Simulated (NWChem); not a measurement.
Species: SF anion

```xyz
2

F      0.0000     0.0000    -1.1267
S      0.0000     0.0000     0.6338
```
Atoms are numbered in this order, from 1.

Results from NWChem. Sets without diffuse functions describe the anion's extra electron poorly. Coordinates come from a B3LYP/def2-SVPD optimisation. The highest occupied level is positive in some or all of these runs, so the extra electron may be held by the finite basis. Total energies compare along this basis series because the functional is fixed.

```tsv
level	basis functions	energy (Ha)	highest occupied level (eV)	orbital gap (eV)
TPSS/pcseg-1	32	-498.0258	1.64	2.76
TPSS/aug-pcseg-1	50	-498.0457	0.94	2.35
TPSS/pcseg-2	64	-498.1298	1.44	2.64
TPSS/STO-3G	14	-491.9512	10.34	4.09
TPSS/def2-SVP	32	-497.8298	2.67	2.96
```
